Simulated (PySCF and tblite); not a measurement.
C7H11F, numbered as in [CH2:1]=[C:2]1[CH2:3][CH2:4][CH2:5][CH2:6][C@H:7]1[F:8]. Search: ETKDG and KDG, MMFF94s, GFN2-xTB, 90 starts; geometries at PBE0-D3(BJ)/def2-SVP. Energies: PBE0-D3(BJ)/pcSseg-1 (IEF-PCM, tetrahydrofuran), with GFN2-xTB thermal terms (modes under about 100 cm⁻¹ blended into free rotors). Symmetry numbers and mirror images are counted. Conformers within 3 kcal/mol (GFN2-xTB free energy) were kept, 4 at most. GIAO shieldings: PBE0/pcSseg-1 (IEF-PCM, tetrahydrofuran). Shifts are against TMS (¹H), TMS (¹³C), CFCl3 (¹⁹F) at the same level; of two unlike H on one atom, a is the less shielded. Programs: PySCF with density fitting and tblite.

The 6-ring runs over atoms 2–3–4–5–6–7.

Two conformers hold nearly all the population. I: 6-ring chair (F8 axial); δ(H6b) = 2.10 ppm. II: 6-ring chair (all substituents equatorial); δ(H6b) = 1.28 ppm. The average over the ensemble at 298.15 K is 1.58 ppm.

Q: What populations and free-energy difference follow from a two-state model?

A: p(I) = (1.58 − 1.28)/(2.10 − 1.28) = 0.37, so K = p(II)/p(I) = 1.73 and G(II) − G(I) = −RT ln K = -0.33 kcal/mol. The weights computed directly are 37.1 % and 62.9 %.
